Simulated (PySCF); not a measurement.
**How methods differ on the ionisation energy of I**

I [Kr] 4d10 5s2 5p5 (2P) → I⁺ [Kr] 4d10 5s2 5p4 (3P), as a difference of total energies. Calculation: PySCF 2.14, in def2-TZVP with the def2 core potential (28 electrons) (6s5p3d2f, 50 functions); scalar relativity through the core potential. Correlated levels: valence: 4s2 4p6 4d10 frozen. The calculations carry no spin-orbit coupling.

Q: Order these methods by the ionisation energy they give, lowest first.
A. CCSD (valence)
B. UHF
C. CCSD(T) (valence)
D. SCS-MP2 (valence)

A: B (9.551 eV), D (10.252 eV), A (10.272 eV), C (10.304 eV).

Errors of the correlated levels include the incompleteness of this basis and the frozen core.

For comparison: 10.519 eV (measured; NIST levels, between the centres of gravity of the two terms).
